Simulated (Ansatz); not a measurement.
The cluster Ti3Si3⁺. The state is a doublet with charge 1. Geometry PBE-D4/def2-SVP, that of the neutral singlet; atoms count from 1.

```xyz
6

Ti   -0.632   -0.236    1.745
Ti   -1.104   -0.422   -1.024
Ti    1.416    0.144    0.542
Si    0.154   -2.019    0.278
Si   -0.614    1.627    0.175
Si    0.780    0.906   -1.717
```

The charge 1 doublet is spin-contaminated (final ⟨S²⟩ up to 2.04, 0.75 for a pure state). The structure comes from a short search, and lower isomers may exist.

Estimate the Mulliken populations from the PBE0/def2-TZVP orbitals of Ansatz.


```
atom  charge (e)  spin (α − β)  d electrons
 Ti1        0.40          2.00         2.70
 Ti2        0.52         -0.92         2.64
 Ti3        0.49          0.26         2.65
 Si4       -0.20         -0.14            –
 Si5       -0.16         -0.12            –
 Si6       -0.06         -0.07            –
```
Mulliken values and Mayer orders depend strongly on the basis.

Where does the spin sit?

Summed by element: Ti 1.34, Si -0.34, of 1 unpaired in all. Largest on single atoms: Ti1 2.00, Ti2 -0.92, Ti3 0.26.

And the Mayer bond orders between bonded heavy atoms (over 0.3)?

Ti1–Ti2 0.72 (2.82 Å); Ti1–Ti3 1.27 (2.40 Å); Ti1–Si4 1.04 (2.44 Å); Ti1–Si5 0.92 (2.44 Å); Ti2–Ti3 0.58 (3.02 Å); Ti2–Si4 1.17 (2.41 Å); Ti2–Si5 0.96 (2.42 Å); Ti2–Si6 1.07 (2.41 Å); Ti3–Si4 0.92 (2.52 Å); Ti3–Si5 0.74 (2.54 Å); Ti3–Si6 0.99 (2.47 Å); Si5–Si6 0.73 (2.46 Å).
